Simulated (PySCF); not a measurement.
C7H11NO.
Atom-mapped SMILES: `[CH2:1]=[CH:2][C:3](=[CH2:4])[C:5](=[O:6])[N:7]([CH3:8])[CH3:9]` (hydrogens: H10, H11 on C1; H12 on C2; H13, H14 on C4; H15, H16, H17 on C8; H18, H19, H20 on C9)

Cartesian coordinates in Å at the PBE0-D3(BJ)/def2-SVP level; atoms count from 1:
```
atom  x, y, z in Å
C1     1.4685    0.2982   -1.9998
C2     1.8261   -0.5640   -1.0391
C3     1.2005   -0.6773    0.2783
C4     1.6504   -1.5393    1.2039
C5     0.0869    0.2788    0.6421
O6     0.2908    1.1955    1.4151
N7    -1.1253    0.0664    0.0452
C8    -1.4435   -1.0715   -0.7757
C9    -2.2030    0.9829    0.3191
H10    0.6447    1.0043   -1.8610
H11    1.9994    0.3318   -2.9536
H12    2.6640   -1.2480   -1.2171
H13    2.4954   -2.2007    0.9920
H14    1.1982   -1.5960    2.1967
H15   -0.5947   -1.7627   -0.8248
H16   -1.7015   -0.7663   -1.8050
H17   -2.3073   -1.6171   -0.3573
H18   -3.0344    0.4720    0.8353
H19   -1.8194    1.7837    0.9622
H20   -2.5957    1.4163   -0.6166
```

Method used: PBE0-D3(BJ)/def2-SVP geometry optimisation, gas phase (PySCF 2.14.0).

Take the most abundant isotopes and a rigid rotor. The values belong to one conformer with, in the numbering `[CH2:1]=[CH:2][C:3](=[CH2:4])[C:5](=[O:6])[N:7]([CH3:8])[CH3:9]`, C1–C2–C3–C4 -178°, C2–C3–C5–O6 -105°, C3–C5–N7–C8 7°.

Question: What are A, B and C (MHz)?

Answer: Ia = 233.59, Ib = 376.32, Ic = 435.56 u·Å²; 505379 MHz·u·Å²/I gives A = 2163, B = 1343, C = 1160 MHz.

Question: Classify the top.

Answer: An asymmetric top; Ray's κ = -0.636.

Question: What does the inertial defect say?

Answer: Not planar: Δ = Ic − Ia − Ib = -174.34 u·Å². For a rigid frame Δ = −2 Σ m c², so Σ m c² = 87.17 u·Å² lies off the ab plane: 18.10 from hydrogen and 69.07 from heavier atoms. The atom farthest from that plane is 2.13 Å away.

Question: Which types of transition are allowed, and where do some lines up to J = 5 fall?

Answer: The dipole components are |μa| = 0.19 D, |μb| = 2.64 D, |μc| = 2.39 D. The squared components, which scale the intensities, stand as 0.01 : 1.00 : 0.82 (a : b : c). Some lines, for components of 0.1 D or more:

| type | branch | J(Ka,Kc) | MHz | lower level (cm⁻¹) |
| --- | --- | --- | --- | --- |
| c | Q | 3(1,3) ← 3(0,3) | 480 | 0.497 |
| b | Q | 1(1,0) ← 1(0,1) | 1003 | 0.083 |
| b | Q | 3(2,1) ← 3(1,2) | 2338 | 0.549 |
| b | Q | 4(2,3) ← 4(1,4) | 3691 | 0.833 |
| b | Q | 5(3,2) ← 5(2,3) | 4047 | 1.398 |
| b | Q | 3(3,0) ← 3(2,1) | 4445 | 0.627 |
| b | Q | 5(3,3) ← 5(2,4) | 4774 | 1.371 |
| a | R | 2(1,1) ← 1(1,0) | 5189 | 0.117 |
| b | R | 3(1,2) ← 2(2,1) | 5304 | 0.372 |
| b | Q | 5(4,1) ← 5(3,2) | 6264 | 1.533 |
| b | Q | 4(4,0) ← 4(3,1) | 6323 | 1.111 |
| c | Q | 5(5,1) ← 5(4,1) | 8149 | 1.742 |
| b | R | 4(1,4) ← 3(0,3) | 10080 | 0.497 |
| c | R | 3(2,1) ← 2(1,1) | 10104 | 0.290 |
| b | R | 3(3,0) ← 2(2,1) | 12088 | 0.372 |
| a | R | 5(2,4) ← 4(2,3) | 12456 | 0.956 |
| c | R | 4(2,3) ← 3(1,3) | 13291 | 0.513 |
| c | R | 4(3,2) ← 3(2,2) | 14636 | 0.623 |
| c | R | 5(1,4) ← 4(0,4) | 14945 | 0.822 |
| b | R | 4(4,0) ← 3(3,1) | 16402 | 0.775 |
| b | R | 5(5,1) ← 4(4,0) | 20727 | 1.322 |

Question: Estimate the classical rotational partition function at 25 K, 200 K and 298.15 K.

Answer: Point group C1, symmetry number σ = 1; q = (√π/σ)·√((kT/h)³/(ABC)), k/h = 20836.6 MHz/K: 11500 at 25 K, 260000 at 200 K, 473000 at 298.15 K.

Not checked by PBE0-D3(BJ)/def2-SVP frequencies. Zero-point vibration and centrifugal distortion are left out. A rigid rotor knows nothing of internal rotation, which can split or shift real lines. Quadrupole hyperfine structure (14N) is left out.

Time: 2.6 min wall. Hardware: one thread of an Arm Neoverse V2, shared host. This is the geometry optimisation.
